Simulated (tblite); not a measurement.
CHF₃O₃S, charge -1, doublet, at the geometry of the source list (a state made from the parent by changing its charge; the spin is typed, not shown lowest); GFN1-xTB (tblite).

tblite was given this input:
```
$ tblite run mol.xyz --method gfn1 --charge -1 --spin 1 --efield 0,0,0.1 --json tblite.json --no-restart

# file mol.xyz
9

O      1.28650000    -0.33030000    -0.98130000
S      0.68400000     0.44560000     0.25820000
O      1.16040000    -0.15310000     1.45510000
O      0.77870000     1.83740000     0.04040000
C     -1.09730000    -0.06040000     0.03250000
F     -1.85290000     0.41370000     1.00630000
F     -1.55100000     0.37380000    -1.12970000
F     -1.14950000    -1.38820000     0.04620000
H      1.74110000    -1.13850000    -0.72760000
```

It wrote (shortened):

```
xTB calculator
 | screened Coulomb repulsion
 | Coulomb electrostatics
 |  * isotropic Klopman-Ohno-Mataga-Nishimoto electrostatics
 |  * onsite third-order electrostatics
 | DFT-D3(BJ) dispersion correction
 | Interactions (1)
 | [1] electric field

halogen bonding energy    0.0000000000000E+00 Eh
repulsion energy          1.2837357264842E-01 Eh
dispersion energy        -3.1767601209552E-03 Eh
interaction energy        0.0000000000000E+00 Eh
number of electrons       5.1000000000000E+01 e
integral cutoff           1.9731147476801E+01 bohr

------------------------------------------------------------
  cycle        total energy    energy error   density error
------------------------------------------------------------
      1     -34.59657949028  -3.4721776E+01   5.4348779E-01
      2     -35.11666691282  -5.2008742E-01   3.9269396E-01
      3     -35.16677152718  -5.0104614E-02   2.8570640E-01
      4     -35.88577485418  -7.1900333E-01   7.7208109E-02
      5     -35.89984913941  -1.4074285E-02   2.4758161E-02
      6     -35.89759289945   2.2562400E-03   1.5168015E-02
      7     -35.90045513911  -2.8622397E-03   3.3753455E-03
      8     -35.90046363704  -8.4979264E-06   1.3242458E-03
      9     -35.90047299513  -9.3580977E-06   6.5476481E-04
     10     -35.90047409305  -1.0979161E-06   2.3576309E-04
     11     -35.90047427167  -1.7861697E-07   1.6104035E-04
     12     -35.90047446016  -1.8848732E-07   2.4613614E-05
     13     -35.90047446656  -6.4049317E-09   2.3856025E-06
------------------------------------------------------------

electronic energy        -3.6025671279087E+01 Eh
total energy             -3.5900474466560E+01 Eh

Post processing:
 | Mayer-Wiberg bond orders

[Info] JSON dump of results written to 'tblite.json'
```
